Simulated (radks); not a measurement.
The numbers below are computed, except where a source is named.
Charge is removed step by step from the 3s1/2 level of neutral tantalum, starting from [Xe] 4f14 5d3 6s2. Code: a radial shooting solver on a logarithmic mesh with Libxc functionals. Model: Dirac Kohn-Sham, BLYP, spin-unpolarised, spherical densities, point nucleus; open shells fill j = l - 1/2 first.

\begin{tabular}{lrrr}
removed (e) & E - E(0) (eV) & eigenvalue (eV) & E minus straight line (eV) \\ \hline
0 & 0.000 & -2645.5 & 0.000 \\
0.25 & 662.97 & -2658.3 & -4.900 \\
0.5 & 1329.2 & -2671.3 & -6.577 \\
0.75 & 1998.6 & -2684.6 & -4.964 \\
1 & 2671.5 & -2698.1 & 0.000 \\
\end{tabular}

Removing the whole electron costs 2671.5 eV by Delta-SCF, against 2645.5 eV from minus the eigenvalue at the starting occupation. Slater's transition state (half an electron removed) gives 2671.3 eV. Integrating minus the eigenvalue over the occupation (Janak's theorem) gives 2671.5 eV. The mean slope of the eigenvalue, de/dn, is 52.6 eV per electron.
